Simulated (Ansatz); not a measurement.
Consider the formal exchange of groups at the Si–O bond: `C=C[Si@@H](N)O[Si@H](N)Cl` + `CBr` → `N[SiH](Cl)Br` + `C=C[SiH](N)OC`.

Program: Ansatz. Geometries: PBE0-D4/def2-TZVP. ΔE: electronic, gas phase. CCSD(T)/CBS is the MP2 limit (def2-TZVPP, def2-QZVPP) plus CCSD(T) − MP2 in def2-TZVPP, frozen cores. Functionals use def2-TZVPP. B3LYP here is the variant with VWN-RPA as its local correlation; programs differ in this. For Br outer-core shells are correlated without core-valence functions, which leaves a few kJ/mol of doubt a bond. Scalar relativity is left out up to krypton. One conformer a species, not always the lowest.

`C=C[Si@@H](N)O[Si@H](N)Cl`:

```xyz
17

C    -0.187   -2.463   -1.224
C     0.342   -1.424   -1.865
Si    0.734    0.183   -1.037
N    -0.072    1.435   -1.865
O     0.295   -0.018    0.545
Si    0.303    0.724    1.978
N    -1.184    0.442    2.741
Cl    0.703    2.733    1.621
H    -0.412   -2.416   -0.162
H    -0.415   -3.400   -1.725
H     0.551   -1.525   -2.929
H     2.178    0.521   -1.050
H    -1.023    1.323   -2.176
H     0.144    2.399   -1.671
H     1.386    0.267    2.868
H    -1.296    0.665    3.717
H    -2.048    0.555    2.235
```

`CBr`:

```xyz
5

C     0.082   -0.140   -0.090
Br   -0.770    1.318    0.850
H     0.035    0.074   -1.154
H    -0.459   -1.052    0.146
H     1.112   -0.201    0.248
```

`N[SiH](Cl)Br`:

Z-matrix (Å, degrees):
```
Si
Cl 1 2.041
Br 1 2.226 2 107.2
N 1 1.693 2 107.6 3 124.3
H 1 1.473 2 110.9 3 -115.4
H 4 1.008 1 120.2 2 -44.6
H 4 1.008 1 119.6 2 170.1
```

`C=C[SiH](N)OC`:

Cartesian coordinates in Å:
```
C -1.849 1.228 1.652
C -1.641 0.603 0.496
Si -0.115 -0.386 0.152
N 1.152 0.109 1.184
O 0.135 -0.168 -1.462
C 1.175 -0.805 -2.159
H -2.749 1.805 1.847
H -1.118 1.186 2.455
H -2.403 0.675 -0.278
H -0.252 -1.848 0.408
H 1.838 -0.539 1.531
H 1.458 1.065 1.255
H 2.158 -0.458 -1.819
H 1.075 -0.572 -3.221
H 1.135 -1.895 -2.040
```

```
             level  ΔE (kJ/mol)
           PBE0-D4         68.0
           ωB97M-V         73.7
             B3LYP         72.5
     HF/def2-TZVPP         80.7
    MP2/def2-TZVPP         79.4
CCSD(T)/def2-TZVPP         79.7
     HF/def2-QZVPP         82.3
SCS-MP2/def2-QZVPP         79.7
```

(1) What does CCSD(T)/CBS give? (Estimate.)

Largest T1 diagnostic among the species: 0.011.

## Answers

(1) The calculation gave: +76.4 kJ/mol. The listed levels differ from it by -8.4, -2.7, -3.9, 4.3, 3.0, 3.3, 5.9, 3.3 kJ/mol.

From PBE to PBE0 (25 % exact exchange), in def2-TZVPP and without D4, ΔE moves by +3.7 kJ/mol. The D4 term adds +4.6 kJ/mol with B3LYP and +3.3 kJ/mol with PBE0; it sums over pairs of atoms, weighted by their polarisabilities, and B3LYP, whose exchange is more repulsive, gets the larger term.
